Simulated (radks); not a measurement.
The numbers below are computed, except where a source is named.
Coulomb parameter of the 5d shell of the iridium ion Ir2+ in the model configuration [Xe] 4f14 5d6 6s1, as a second difference U = [E(n + 0.25) + E(n - 0.25) - 2 E(n)] / (0.25)^2 with all orbitals relaxed. "Bare": the charge of the atom changes with n. "Screened": the 6s shell takes up the change at fixed total charge, which measures U(5d,5d) + U(6s,6s) - 2 U(5d,6s). Code: a radial shooting solver on a logarithmic mesh with Libxc functionals. Model: scalar-relativistic Kohn-Sham, PBE, spin-unpolarised, spherical densities, finite nucleus; Fermi nuclear charge, rms radius 5.4032 fm.

| case | configuration | E - E(n) (eV) |
|---|---|---|
| start | [Xe] 4f14 5d6 6s1 | 0.000 |
| bare +0.25 | [Xe] 4f14 5d6.25 6s1 | -6.333 |
| bare -0.25 | [Xe] 4f14 5d5.75 6s1 | 7.094 |
| screened +0.25 | [Xe] 4f14 5d6.25 6s0.75 | -0.985 |
| screened -0.25 | [Xe] 4f14 5d5.75 6s1.25 | 1.059 |

U(bare) = 12.184 eV, U(screened by 6s) = 1.186 eV, against the Slater integral F0(5d,5d) = 15.573 eV with frozen orbitals.
